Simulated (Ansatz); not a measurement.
Species: SiBr3, net charge -1, singlet state. It need not be the lowest isomer of its formula. Whether it binds its extra electron was not tested at this geometry. 
Geometry from a B3LYP-D3(BJ)/def2-TZVP (Ansatz, a first-principles code) optimisation:
```xyz
4

Br     2.0582    -0.4897    -0.1388
Si     0.0000    -0.0046     1.0240
Br    -1.4537    -1.5367    -0.1434
Br    -0.6045     2.0282    -0.1274
```
Charge -1, spin multiplicity 1.

Total electronic energies in hartree. Valence correlation only, unless marked. Spin-orbit coupling is left out. The frozen core is the preceding noble-gas configuration, with the filled d and f shells of earlier blocks. Non-relativistic. Basis-set limits of correlation are two-point, X^-3; Hartree-Fock from the larger set. [CCSD(T)-MP2]/basis is that difference in the basis named.

| level | program | energy (Eh) |
|---|---|---|
| r2SCAN/def2-TZVPD | Ansatz | -8012.11658 |
| PBE0/STO-3G | Ansatz | -7923.45339 |
| PBE0/def2-SVP | Ansatz | -8010.12495 |
| PBE0/def2-TZVPD | Ansatz | -8011.17360 |
| BHLYP/def2-TZVPD | Ansatz | -8012.15723 |
| r2SCANh-D4/def2-TZVPD | Ansatz + dftd4 | -8012.11455 |
| HSE06/def2-TZVPD | Ansatz | -8011.18113 |
| LC-wPBE-D3(BJ)/def2-TZVPD | Ansatz + dftd3 | -8011.02260 |
| B2PLYP-D4/def2-TZVPD | Ansatz + dftd4 | -8010.81796 |
| SCS-MP2/def2-TZVPPD | Ansatz | -8006.97849 |
| CCSD/6-31G* | Ansatz | -8005.89198 |
| CCSD/def2-TZVPP | Ansatz | -8007.02745 |
| CCSD/def2-QZVPPD | Ansatz | -8007.24825 |
| RI-MP2/CBS(def2-TZVPPD,def2-QZVPPD)+[CCSD(T)-MP2]/def2-TZVPPD | Ansatz | -8007.3295 |
| CCSD(T)/CBS(def2-TZVPPD,def2-QZVPPD) | Ansatz | -8007.3315 |

Totals of different functionals don't rank their quality; only differences between species are comparable.
